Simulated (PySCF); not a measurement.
# Electron correlation in Tl⁺ (thallium, charge +1)

Starting occupation: [Xe] 4f14 5d10 6s2. Computed with PySCF 2.14 in x2c-TZVPPall-2c with one added diffuse shell each of s, p, d, f type (12s12p10d4f, 126 functions), with X2C-1e with screened-nucleus spin-orbit coupling, Gaussian nucleus. Frozen: [Kr] 4d10 4f14; 20 electrons correlated; the 40 highest virtual spinors left out.

MP2 pair energies summed by pair of shells (mhartree):

```csv
pair,energy,share (%)
5d3/2-5d5/2,-116.34,23.4
5d5/2-5d5/2,-82.36,16.6
5d5/2-6s1/2,-59.33,11.9
5d3/2-6s1/2,-38.01,7.6
5d3/2-5d3/2,-34.42,6.9
5d5/2-5p3/2,-33.36,6.7
5d3/2-5p3/2,-23.45,4.7
6s1/2-6s1/2,-19.63,3.9
5d5/2-5p1/2,-15.44,3.1
5p3/2-5p3/2,-11.36,2.3
5p1/2-5p3/2,-10.51,2.1
5d3/2-5p1/2,-10.28,2.1
5d5/2-5s1/2,-8.96,1.8
5p3/2-5s1/2,-7.74,1.6
5p3/2-6s1/2,-7.63,1.5
5d3/2-5s1/2,-6.10,1.2
5p1/2-5s1/2,-3.77,0.8
5p1/2-6s1/2,-2.80,0.6
5p1/2-5p1/2,-2.75,0.6
5s1/2-5s1/2,-2.14,0.4
5s1/2-6s1/2,-0.89,0.2
```

Total MP2 correlation energy: -497.27 mhartree.

The virtual space was cut to 110 spinors, which keep -495.56 of the -497.27 mhartree of MP2 correlation.

```
  level  correlation energy (mhartree)
   CCSD                        -460.77
    (T)                         -10.68
CCSD(T)                        -471.45
```

Diagnostics: T1 = 0.0097, largest double amplitude 0.069.

**Question.** Is a single reference adequate?

**Answer.** Yes: T1 lies below 0.03 and no double amplitude reaches 0.07.

This basis was not built for core-valence correlation, so the inner-shell part is incomplete.
